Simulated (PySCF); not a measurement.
H4O2Zr, SMILES [OH][ZrH2][OH], multiplicity 1. Atoms are numbered in the order given.

```xyz
7

Zr     0.0000     0.0000    -0.2909
O     -1.6245     0.0000     0.7147
H     -2.2490     0.0000     1.4390
O      1.6245     0.0000     0.7147
H      2.2490     0.0000     1.4390
H      0.0000    -1.5487    -1.3377
H      0.0000     1.5487    -1.3377
```

Geometry: r2SCAN-D4/def2-TZVP. The spin state was assumed, not searched. The structure was generated by enumeration; whether it is a known compound was not checked. The def2 effective core potentials stand for the cores of Zr; spin–orbit coupling is left out. The values are those of a single conformer.

Calculation: PBE/def2-TZVPD (PySCF).

Symmetry labels are those of the subgroup C2v that the program uses (full group C2v).

List the valence orbital energies around the gap with their symmetry. (The exact figures need the calculation; the answer reports its results.)


| orbital | symmetry | energy (eV) |
|---|---|---|
| HOMO−7 | A1 | -12.84 |
| HOMO−6 | B1 | -12.33 |
| HOMO−5 | A2 | -8.53 |
| HOMO−4 | A1 | -8.50 |
| HOMO−3 | B2 | -8.29 |
| HOMO−2 | B1 | -8.28 |
| HOMO−1 | A1 | -6.86 |
| HOMO | B2 | -6.35 |
| LUMO | A1 | -2.32 |
| LUMO+1 | A2 | -1.60 |
| LUMO+2 | B1 | -1.05 |
| LUMO+3 | A1 | -1.02 |
